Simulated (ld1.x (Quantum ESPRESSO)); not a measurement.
**N: excitation energies, all-electron against TM**

```
Element                 : N
Generator               : ld1.x (Quantum ESPRESSO) 7.5
Type                    : norm-conserving Troullier–Martins (Kleinman–Bylander form)
Functional              : LDA (PZ)
Relativity              : scalar-relativistic
Frozen core             : [He]
Valence charge          : 5
Reference configuration : 2s2 2p3
Partial waves           : 2s (bound): rc 1.05 bohr; 2p (bound): rc 1.95 bohr
Local potential         : all-electron potential smoothed inside 1.70 bohr (lloc = -2)
Core correction         : a·sin(br)/r model core inside 0.80 bohr
```

Energies are relative to the spin-unpolarised reference configuration 2s2 2p3; without spin polarisation the order of configurations can differ from experiment. Spin-polarised rows fill each open shell by Hund’s rule, majority spin first. The frozen-core shift is the all-electron ΔE with the core orbitals held at their reference shape minus the fully relaxed ΔE.

Problem. Give the all-electron excitation energy and the error of the potential for: 2s2 2p2; 2s2 2p1; 2s2 2p0; 2s1 2p4; 2s2 2p2.5; 2s1 2p0; 2s0 2p5; 2s2 2p3 (spin-polarised); 2s2 2p2 (spin-polarised).

Solution.

```
   valence configuration  charge  ΔE all-electron (eV)  error AE − PS (meV)  frozen-core shift (meV)
                 2s2 2p2      +1                13.732                  +38                     +0.2
                 2s2 2p1      +2                42.702                 +393                     +2.2
                 2s2 2p0      +3                89.866                +1689                      +13
                 2s1 2p4       0                11.204                 +7.5                     +0.5
               2s2 2p2.5    +0.5                 5.167                 +4.8                      0.0
                 2s1 2p0      +4               167.340                +2778                      +45
                 2s0 2p5       0                22.452                  +34                     +1.9
2s2 2p3 (spin-polarised)       0                -2.892                 +137                     +3.5
2s2 2p2 (spin-polarised)      +1                12.043                 +104                     +2.7
```

Levels in the configuration 2s1 2p4:

```json
{"level": "2s", "all-electron (eV)": "-18.866", "pseudo (eV)": "-18.900"}
{"level": "2p", "all-electron (eV)": "-7.639", "pseudo (eV)": "-7.690"}
```
